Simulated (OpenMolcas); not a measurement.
## 5s² 5p along the 49-electron sequence

| Item | Value |
| --- | --- |
| Program | OpenMolcas 26.06 |
| Method | XMS-CASPT2, IPEA 0.25 Eh, imaginary shift 0.1 Eh |
| Basis | ANO-RCC-VTZP |
| Scalar Hamiltonian | DKH2, point nucleus |
| Spin-orbit coupling | state interaction with AMFI integrals over the reference wave functions, term energies averaged over their components |

Active space for each ion: 1 electron in 3 orbitals (5p); closed shells correlated by CASPT2: 4d 5s.

Computed levels in cm-1 above ²P°_1/2:

| Level | In | Sn+ | Sb2+ | Te3+ | I4+ | Xe5+ |
| --- | --- | --- | --- | --- | --- | --- |
| ²P°_3/2 | 1941 | 3660 | 5870 | 8390 | 11310 | 14110 |
| weight of ²P° in the lowest level (%) | 100 | 100 | 100 | 100 | 100 | 100 |

Measured, with the error of the calculation in %. Measured levels: In, Sn+ from NIST Handbook of Basic Atomic Spectroscopic Data; Sb2+, Te3+ from Moore, Atomic Energy Levels, vol. III, NSRDS-NBS 35 (1971 reprint of NBS Circular 467, 1958); Xe5+ from Saloman, J. Phys. Chem. Ref. Data 33, 765 (2004).

```tsv
Level	In	Sn+	Sb2+	Te3+	Xe5+
²P°_3/2	2213 (-12.3)	4251 (-13.9)	6576 (-10.7)	9223 (-9.1)	15599 (-9.5)
```

The fine-structure level ²P°_3/2 changes by a factor of 7.27 from In to Xe5+. Its fourth root runs 6.64, 7.78, 8.75, 9.57, 10.31, 10.90, with steps per unit of Z of 1.14, 0.98, 0.82, 0.74, 0.59; equal steps would mean a (Z - σ)^4 law with constant σ.

CASPT2 breaks the degeneracy within a term, and the mean is taken; among the terms shown or strongly mixed into the levels shown the widest spread is 140 cm-1 (5s² 5p ²P°, In). With one active electron, CASPT2 adds the correlation within the correlated inactive shells and between them and that electron, and leaves the splitting within a term as the reference gives it. Measured partners are found by configuration, term and J. A level has none where our copy of the source lacks it or the pairing is in doubt (some pairs that miss far off the trend of their configuration count as doubtful), and it then counts in no deviation. Levels of configurations outside the active space are missing.

° marks odd parity.
